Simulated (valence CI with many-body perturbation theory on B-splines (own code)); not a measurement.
**P7+: electric-dipole lines**

Method: configuration interaction combined with many-body perturbation theory (CI+MBPT): six valence electrons over a frozen Dirac-Fock core [He], a basis of 9 s, 9 p, 8 d, 6 f, 3 g, 1 h functions for each j, with the one-electron correlation potential Σ1, the two-electron term Σ2, the three-electron term Σ3, Breit, model QED; selected CI, second order for the rest, scaled by the run's own slope (own B-spline code, finite nucleus).

No measured spectrum was set against this ion. As an estimate, levels hold to about 100 cm⁻¹ or 0.05 % of their energy and the worst to 300 or 400 cm⁻¹, as in measured light ions of charge 2 to 7. Among the levels kept, up to 1200 cm⁻¹ of a level comes from second order outside the variational space, and about a tenth of that is noise between levels of different J, which matters for small intervals.

Lines 1 to 50 of 183 in falling wavelength, among levels below 207.31 eV, chosen from the strongest by gf and those to the six lowest levels. Wavelengths and rates use the calculated energies, so an error of 800 cm⁻¹ moves a line at 290.3 nm by 2.3 % and its rate by three times that or more. Electric multipoles are in the length gauge, E1 and E2 with the static RPA response of the core. Weak lines are less certain than strong ones. Lines between different terms over intervals too small for the method are left out, as are lines whose strength nearly cancels. The highest levels of a list are the least certain.

Names give the largest LS component (configuration and term), which can be under half, so a name can repeat, a term be missing and a line seem to break the LS rules; names also repeat where a configuration has a term twice. Letters in brackets count levels of one name in rising energy.

| λ vac (nm) | Upper | Lower | A (s⁻¹) | S (a.u.) with core polarisation | S without |
| --- | --- | --- | --- | --- | --- |
| 290.3 | 2s²2p³3p ¹P_1 [a] | 2s²2p³3s ¹P°_1 | 3.77e+06 | 1.36e-01 | 1.36e-01 |
| 252.4 | 2s²2p³3p ³D_1 [a] | 2s²2p³3s ¹P°_1 | 2.13e+06 | 5.08e-02 | 5.08e-02 |
| 250.4 | 2s²2p³3p ³P_2 [a] | 2s²2p³3s ³D°_3 | 4.29e+06 | 1.66e-01 | 1.66e-01 |
| 249.6 | 2s²2p³3p ³P_1 [a] | 2s²2p³3s ³D°_2 | 3.27e+06 | 7.52e-02 | 7.52e-02 |
| 249.2 | 2s²2p³3p ³P_1 [a] | 2s²2p³3s ³D°_1 | 1.54e+06 | 3.52e-02 | 3.52e-02 |
| 248.4 | 2s²2p³3p ³P_2 [a] | 2s²2p³3s ³D°_2 | 1.19e+06 | 4.49e-02 | 4.49e-02 |
| 246.7 | 2s²2p³3p ³P_0 [a] | 2s²2p³3s ³D°_1 | 4.87e+06 | 3.61e-02 | 3.61e-02 |
| 193.3 | 2s²2p³3p ³D_2 [a] | 2s²2p³3s ³P°_1 | 4.22e+06 | 7.52e-02 | 7.52e-02 |
| 191.8 | 2s²2p³3p ³D_3 [a] | 2s²2p³3s ³P°_2 | 4.91e+06 | 1.20e-01 | 1.20e-01 |
| 191.1 | 2s²2p³3p ³D_1 [a] | 2s²2p³3s ³P°_1 | 1.74e+06 | 1.80e-02 | 1.80e-02 |
| 190.0 | 2s²2p³3p ³D_1 [a] | 2s²2p³3s ³P°_0 | 2.48e+06 | 2.52e-02 | 2.52e-02 |
| 132.1 | 2s²2p³3p ¹P_1 [a] | 2s²2p³3s ¹D°_2 | 2.58e+08 | 8.83e-01 | 8.83e-01 |
| 123.7 | 2s²2p³3p ³D_1 [a] | 2s²2p³3s ¹D°_2 | 1.15e+08 | 3.21e-01 | 3.21e-01 |
| 116.0 | 2s²2p³3p ³P_1 [b] | 2s²2p³3s ³P°_2 | 1.01e+08 | 2.34e-01 | 2.34e-01 |
| 115.6 | 2s²2p³3p ³D_2 [b] | 2s²2p³3s ¹P°_1 | 5.95e+07 | 2.27e-01 | 2.27e-01 |
| 114.9 | 2s²2p³3p ³P_1 [b] | 2s²2p³3s ³P°_1 | 3.11e+07 | 6.98e-02 | 6.98e-02 |
| 114.8 | 2s²2p³3p ³D_1 [b] | 2s²2p³3s ¹P°_1 | 1.60e+07 | 3.58e-02 | 3.58e-02 |
| 114.5 | 2s²2p³3p ³P_1 [b] | 2s²2p³3s ³P°_0 | 8.51e+06 | 1.89e-02 | 1.89e-02 |
| 113.7 | 2s²2p³3p ¹P_1 [a] | 2s²2p³3s ³D°_2 | 5.18e+07 | 1.13e-01 | 1.13e-01 |
| 113.6 | 2s²2p³3p ¹P_1 [a] | 2s²2p³3s ³D°_1 | 1.16e+08 | 2.53e-01 | 2.53e-01 |
| 113.2 | 2s²2p³3p ³F_3 | 2s²2p³3s ¹D°_2 | 1.10e+07 | 5.51e-02 | 5.51e-02 |
| 110.6 | 2s²2p³3p ¹D_2 | 2s²2p³3s ¹P°_1 | 1.74e+08 | 5.80e-01 | 5.80e-01 |
| 108.5 | 2s²2p³3p ³D_2 [a] | 2s²2p³3s ³D°_3 | 1.24e+08 | 3.91e-01 | 3.91e-01 |
| 108.1 | 2s²2p³3p ³D_2 [a] | 2s²2p³3s ³D°_2 | 5.61e+08 | 1.75e+00 | 1.75e+00 |
| 108.0 | 2s²2p³3p ³D_2 [a] | 2s²2p³3s ³D°_1 | 3.30e+07 | 1.03e-01 | 1.03e-01 |
| 107.9 | 2s²2p³3p ¹F_3 | 2s²2p³3s ¹D°_2 | 7.84e+08 | 3.41e+00 | 3.41e+00 |
| 107.4 | 2s²2p³3p ³D_1 [a] | 2s²2p³3s ³D°_2 | 1.36e+08 | 2.49e-01 | 2.49e-01 |
| 107.3 | 2s²2p³3p ³D_1 [a] | 2s²2p³3s ³D°_1 | 3.97e+08 | 7.26e-01 | 7.26e-01 |
| 107.1 | 2s²2p³3p ³D_3 [a] | 2s²2p³3s ³D°_3 | 7.27e+08 | 3.08e+00 | 3.08e+00 |
| 106.8 | 2s²2p³3p ³S_1 | 2s²2p³3s ³P°_2 | 2.92e+08 | 5.28e-01 | 5.28e-01 |
| 106.7 | 2s²2p³3p ³D_3 [a] | 2s²2p³3s ³D°_2 | 1.01e+07 | 4.22e-02 | 4.22e-02 |
| 105.9 | 2s²2p³3p ³S_1 | 2s²2p³3s ³P°_1 | 2.08e+08 | 3.65e-01 | 3.65e-01 |
| 105.6 | 2s²2p³3p ³S_1 | 2s²2p³3s ³P°_0 | 7.44e+07 | 1.30e-01 | 1.30e-01 |
| 105.5 | 2s²2p³3p ¹P_1 [b] | 2s²2p³3s ¹P°_1 | 6.91e+08 | 1.20e+00 | 1.20e+00 |
| 102.4 | 2s²2p³3p ³P_1 [a] | 2s²2p³3s ³S°_1 | 8.29e+08 | 1.32e+00 | 1.32e+00 |
| 102.2 | 2s²2p³3p ³P_2 [a] | 2s²2p³3s ³S°_1 | 8.25e+08 | 2.18e+00 | 2.18e+00 |
| 102.0 | 2s²2p³3p ³P_0 [a] | 2s²2p³3s ³S°_1 | 8.43e+08 | 4.42e-01 | 4.42e-01 |
| 101.6 | 2s²2p³3p ³D_2 [b] | 2s²2p³3s ³P°_2 | 1.58e+08 | 4.10e-01 | 4.10e-01 |
| 101.0 | 2s²2p³3p ³D_1 [b] | 2s²2p³3s ³P°_2 | 1.74e+07 | 2.66e-02 | 2.66e-02 |
| 100.8 | 2s²2p³3p ³D_2 [b] | 2s²2p³3s ³P°_1 | 4.69e+08 | 1.18e+00 | 1.18e+00 |
| 100.6 | 2s²2p³3p ⁵P_1 | 2s²2p³3s ⁵S°_2 | 9.28e+08 | 1.40e+00 | 1.40e+00 |
| 100.2 | 2s²2p³3p ³D_1 [b] | 2s²2p³3s ³P°_1 | 3.80e+08 | 5.67e-01 | 5.67e-01 |
| 100.2 | 2s²2p³3p ⁵P_2 | 2s²2p³3s ⁵S°_2 | 9.41e+08 | 2.33e+00 | 2.33e+00 |
| 100.1 | 2s²2p³3p ³F_2 | 2s²2p³3s ³D°_2 | 6.20e+07 | 1.53e-01 | 1.53e-01 |
| 100.0 | 2s²2p³3p ³F_2 | 2s²2p³3s ³D°_1 | 9.34e+08 | 2.31e+00 | 2.31e+00 |
| 100.0 | 2s²2p³3p ³D_3 [b] | 2s²2p³3s ³P°_2 | 9.49e+08 | 3.28e+00 | 3.28e+00 |
| 99.90 | 2s²2p³3p ³D_1 [b] | 2s²2p³3s ³P°_0 | 5.20e+08 | 7.68e-01 | 7.68e-01 |
| 99.70 | 2s²2p³3p ³F_3 | 2s²2p³3s ³D°_3 | 1.94e+07 | 6.64e-02 | 6.64e-02 |
| 99.38 | 2s²2p³3p ³F_3 | 2s²2p³3s ³D°_2 | 9.80e+08 | 3.32e+00 | 3.32e+00 |
| 99.34 | 2s²2p³3p ⁵P_3 | 2s²2p³3s ⁵S°_2 | 9.67e+08 | 3.27e+00 | 3.27e+00 |
